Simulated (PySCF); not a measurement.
All values below come from PySCF 2.14.0 with PBE-D3(BJ)/def2-TZVP // PBE0-D3(BJ)/def2-TZVP. All species are isolated molecules in the gas phase. 

Reference species (SMILES): `[H]/[C]=N\[H]` (neutral, multiplicity 2).

```
Property        Value
-------------  ------
dipole moment  2.16 D
```

Changed species: `C=[N]` (H atom removed from N2; the reference has H atom removed from C1).

### Question
Give the shifts of the dipole moment.

### Answer
the dipole moment increases by 0.28 D, to 2.44 D.
